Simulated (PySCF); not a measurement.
**Structure from 2D NMR**

Compound of formula C9H10. Correlations simulated from computed shifts and the bond graph:

HSQC (one-bond C–H):
| δH | δC |
| --- | --- |
| 6.41 | 116.5 |
| 5.35 | 116.5 |
| 3.14 | 95.0 |
| 2.75 | 28.2 |
| 2.68 | 28.1 |
| 1.89 | 22.1 |

COSY cross peaks (H two or three bonds apart, from the bond graph; peaks can be absent where the dihedral angle is near 90°):
| δH | δH |
| --- | --- |
| 6.41 | 5.35 |
| 2.75 | 2.68 |

HMBC (two and three bonds, from the bond graph):
| δH | δC |
| --- | --- |
| 6.41 | 155.1, 152.8, 28.1 |
| 5.35 | 155.1, 152.8, 28.1 |
| 3.14 | 116.2, 89.0 |
| 2.75 | 155.1, 152.8, 116.2, 28.1 |
| 2.68 | 155.1, 152.8, 116.5, 28.2 |
| 1.89 | 155.1, 116.2, 89.0 |

Carbons without hydrogens: δ 155.1, 152.8, 116.2, 89.0.

Fast rotation and ring inversion assumed for equivalent nuclei, non-relativistic, single conformer, no solvent model. Geometry: GFN2-xTB; σ from GIAO-PBE0/pcSseg-1; PySCF 2.14.

Referencing at the same level of theory: ¹H and ¹³C against TMS.

Exchangeable hydrogens are left out of these lists.

Q: Work out the connectivity.

A: `C#C/C(C)=C1/CCC1=C`.

Mapped SMILES: `[CH:1]#[C:2]/[C:3]([CH3:4])=[C:5]1/[CH2:6][CH2:7][C:8]1=[CH2:9]`. Hydrogens are named by the atom that carries them. Ha(C9) is cis to C5; Hb(C9) is trans to C5.

- δC 155.1 is C5, a fully substituted alkene carbon.
- δC 152.8 is C8, a fully substituted alkene carbon.
- δC 116.5 is C9, a terminal =CH2 carbon (δH 5.35, 6.41).
- δC 116.2 is C3, a fully substituted alkene carbon.
- δC 95.0 is C1, a terminal alkyne carbon (δH 3.14).
- δC 89.0 is C2, an alkyne carbon.
- δC 28.2 is C6, an allylic sp3 CH2 (δH 2.75).
- δC 28.1 is C7, an allylic sp3 CH2 (δH 2.68).
- δC 22.1 is C4, an allylic methyl carbon (δH 1.89).
- HMBC from δH 6.41 reaches the proton-free carbons C5, C8.
- HMBC from δH 5.35 reaches the proton-free carbons C5, C8.
- HMBC from δH 3.14 reaches the proton-free carbons C3, C2.
- HMBC from δH 2.75 reaches the proton-free carbons C5, C8, C3.
- COSY links 6.41–5.35, 2.75–2.68.

The data come from this structure; uniqueness wasn't tested.

Shifts are as computed. Against solution values, carbons near 30 ppm lie about +3 ppm off and those near 130 ppm about +5 ppm. Of 1211 compounds with measured shifts, 218 miss one by over three times the rms of a fit or turn the order of signals round; such compounds aren't used in these exercises.
